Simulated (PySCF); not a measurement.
Molecule: `CC(C)(C)C(=O)O`, C₅H₁₀O₂.

Geometry:
| atom | x (Å) | y (Å) | z (Å) |
| --- | --- | --- | --- |
| C1 | -0.504 | 1.305 | -0.735 |
| C2 | -0.407 | -0.068 | -0.078 |
| C3 | -0.933 | -1.155 | -1.025 |
| C4 | -1.200 | -0.094 | 1.235 |
| C5 | 1.055 | -0.363 | 0.228 |
| O6 | 1.986 | 0.355 | -0.028 |
| O7 | 1.220 | -1.548 | 0.836 |
| H8 | -0.107 | 2.089 | -0.074 |
| H9 | 0.072 | 1.339 | -1.670 |
| H10 | -1.555 | 1.538 | -0.962 |
| H11 | -0.375 | -1.161 | -1.974 |
| H12 | -1.992 | -0.964 | -1.257 |
| H13 | -0.853 | -2.153 | -0.570 |
| H14 | -1.133 | -1.077 | 1.722 |
| H15 | -2.261 | 0.121 | 1.031 |
| H16 | -0.831 | 0.667 | 1.939 |
| H17 | 2.173 | -1.645 | 0.983 |

Geometry PBE0-D3(BJ)/def2-SVP throughout; GIAO in PySCF 2.14, gas phase, one conformer, non-relativistic; equivalent atoms averaged; basis pcSseg-1.

Question: How do the absolute shieldings σ depend on the functional? (ppm; last column core-seconds on 1 thread of an x86-64 server CPU, shared host; the GGAs took longer than the global hybrids here, which isn't the general rule, and the cause wasn't traced)

Answer: 
```csv
functional,kind,C5,C2,C1/C3/C4,O6,O7,H17,H8/H9/H10/H11/H12/H13/H14/H15/H16,core-s
LDA,LDA,-4.4,139.1,150.0,-106.8,112.1,25.28,29.59,28
BLYP,GGA,-5.0,133.5,144.6,-101.2,111.6,26.11,30.11,37
KT2,GGA,12.7,143.2,153.8,-74.2,123.6,26.04,29.93,31
B3LYP,global hybrid,-4.1,139.3,149.6,-103.8,122.7,25.97,30.16,22
PBE0,global hybrid,2.2,146.2,155.6,-100.1,127.6,25.79,30.06,17
mPW1PW91,global hybrid,1.2,145.3,154.8,-101.0,126.8,25.84,30.11,15
B97-2,global hybrid,4.9,145.6,155.1,-90.5,128.6,25.93,30.16,23
BHandHLYP,global hybrid,-1.8,146.7,155.7,-102.9,137.7,25.86,30.24,21
wB97X-D,range-separated hybrid,1.0,146.3,155.7,-97.6,131.0,25.85,30.17,32
```

Question: Which nucleus moves most, in ppm?

Answer: O6 (carbonyl oxygen): from -106.8 ppm with LDA to -74.2 ppm with KT2. The smallest spread is 0.65 ppm, at H8/H9/H10/H11/H12/H13/H14/H15/H16. Proton shifts span only some 12 ppm, so a few tenths of a ppm matter as much there as several ppm in carbon.
